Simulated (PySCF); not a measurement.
Compound: C₂H₁₁GeNSi.
Z-matrix (Å and degrees, PBE0-D3(BJ)/def2-SVP geometry), rows numbered from 1:
```
C 
N   1  1.4424
Si  2  1.7319  1  124.28
C   3  1.8752  2  108.21  1   171.85
Ge  4  1.9574  3  114.42  2    58.31
H   1  1.1020  2  109.85  3   -33.46
H   1  1.1033  2  111.36  3  -151.31
H   1  1.1079  2  114.27  3    86.66
H   2  1.0146  1  113.66  3  -154.41
H   3  1.4983  2  107.53  1    50.64
H   3  1.5060  2  115.09  1   -67.63
H   4  1.1020  3  109.76  2   -63.76
H   4  1.1026  3  108.96  2   178.73
H   5  1.5406  4  110.22  3    55.48
H   5  1.5442  4  109.98  3   -63.77
H   5  1.5405  4  110.97  3   176.52
```

Computed, not measured: core-valence-separated Tamm–Dancoff BHandHLYP/aug-pcX-1 (pcseg-1 on H, def2-SVPD on Ge, def2-SVPD on Si) in PySCF, non-relativistic, gas phase, PBE0-D3(BJ)/def2-SVP geometry. BHandHLYP without relativity tends to put these K edges a few eV too low, so spacings mean more than positions.

Question: What does the C 1s absorption edge look like?

Answer: 
```json
{"E (eV)": "285.09", "f": "0.0063", "core hole on": "C4", "main final orbital": "LUMO+1 (47 %)"}
{"E (eV)": "285.47", "f": "0.0303", "core hole on": "C4", "main final orbital": "LUMO (43 %)"}
{"E (eV)": "285.78", "f": "0.0299", "core hole on": "C4", "main final orbital": "spread"}
{"E (eV)": "286.13", "f": "0.0105", "core hole on": "C1", "main final orbital": "LUMO+1 (44 %)"}
{"E (eV)": "286.21", "f": "0.0097", "core hole on": "C4", "main final orbital": "spread"}
{"E (eV)": "286.49", "f": "0.0185", "core hole on": "C4", "main final orbital": "spread"}
{"E (eV)": "286.68", "f": "0.0090", "core hole on": "C4", "main final orbital": "spread"}
{"E (eV)": "286.84", "f": "0.0210", "core hole on": "C1", "main final orbital": "spread"}
{"E (eV)": "286.96", "f": "0.0284", "core hole on": "C1", "main final orbital": "spread"}
{"E (eV)": "286.97", "f": "0.0026", "core hole on": "C4", "main final orbital": "LUMO+10 (41 %)"}
{"E (eV)": "287.02", "f": "0.0229", "core hole on": "C1", "main final orbital": "spread"}
```

The first line with a tenth or more of the strongest one's intensity is at 285.09 eV (f = 0.006), with the hole on C4 (sp3 carbon bound to silicon). The strongest listed is at 285.47 eV (f = 0.030; C4).

Question: List the nitrogen K-edge absorption lines.

Answer: 
| E (eV) | f | core hole on | main final orbital |
| --- | --- | --- | --- |
| 399.25 | 0.0119 | N2 | LUMO (38 %) |
| 400.33 | 0.0188 | N2 | spread |
| 400.57 | 0.0046 | N2 | spread |
| 400.90 | 0.0090 | N2 | LUMO+2 (32 %) |
| 401.01 | 0.0072 | N2 | spread |
| 401.49 | 0.0042 | N2 | LUMO+3 (52 %) |
| 401.65 | 0.0052 | N2 | spread |

The first line with a tenth or more of the strongest one's intensity is at 399.25 eV (f = 0.012), with the hole on N2 (silicon-bound nitrogen). The strongest listed is at 400.33 eV (f = 0.019; N2).

Roots within 0.03 eV whose holes lie on the same, on equivalent or on shared atoms are summed into one line, and the highest roots are left out, as the search may have cut off their partners. Final orbitals are the ground state's empty Kohn–Sham orbitals.

Question: What are the wavelength and the wavenumber of the 285.47 eV line?

Answer: λ = 12398.42 eV Å/285.47 eV = 43.432 Å; 2.3025 × 10⁶ cm⁻¹.

The list ends where the root search ended, not at a threshold. The BHandHLYP/aug-pcX-1 (pcseg-1 on H, def2-SVPD on Ge, def2-SVPD on Si) calculation is non-relativistic and has no spin–orbit coupling, an omission that weighs most on germanium.

Hardware: an Arm Neoverse V2 with one thread, no GPU, shared host with 96 logical CPUs at a one-minute load of 77. Cost: 20 s, 0.91 GiB resident at most.

One conformer stands for the species.
